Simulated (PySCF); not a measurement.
**Electronic structure of Cl⁺ (chlorine, charge +1) at the MN15 level**

Configuration: [Ne] 3s2 3p4, high-spin 3P determinant. Calculation: PySCF 2.14, in aug-cc-pVDZ-DK (5s4p2d, 27 functions); the spin-free X2C one-electron Hamiltonian (Gaussian nucleus).

| Quantity | Value |
| --- | --- |
| Total energy | -461.1411 hartree |
| One-electron energy | -629.4032 hartree |
| Hartree (Coulomb) energy | 196.3424 hartree |
| Exchange-correlation energy | -28.0803 hartree |
| ⟨S²⟩ | 2.0014 |
| ⟨L²⟩ | 2.004 |
| Sum of ⟨r⟩ | 13.27 bohr |
| Sum of ⟨r²⟩ | 20.44 bohr² |
| Traceless quadrupole moment −½Σ⟨3z² − r²⟩ along its main axis | -1.38 e·bohr² |
| Langevin diamagnetic susceptibility | -16.2 ×10⁻⁶ cm³/mol |
| Time after the integrals | 0.28 s of wall time on 1 thread of Neoverse-V2 (shared host) |

| shell | electrons | mean orbital energy (hartree) | spread (hartree) | rms radius, mean of both spins (bohr) |
| --- | --- | --- | --- | --- |
| 1s α | 1 | -101.40661 | 0 | 0.105 |
| 1s β | 1 | -101.39481 | 0 | 0.105 |
| 2s α | 1 | -9.75644 | 0 | 0.487 |
| 2s β | 1 | -9.74466 | 0 | 0.487 |
| 2p α | 3 | -7.71077 | 0.03022 | 0.453 |
| 2p β | 3 | -7.69995 | 0.02192 | 0.453 |
| 3s α | 1 | -1.31825 | 0 | 1.62 |
| 3s β | 1 | -1.21122 | 0 | 1.62 |
| 3p α | 3 | -0.83403 | 0.03986 | 1.84 |
| 3p β | 1 | -0.75945 | 0 | 1.84 |

Densities and radii are taken from the X2C orbitals without a picture-change correction, which distorts them close to the nucleus.
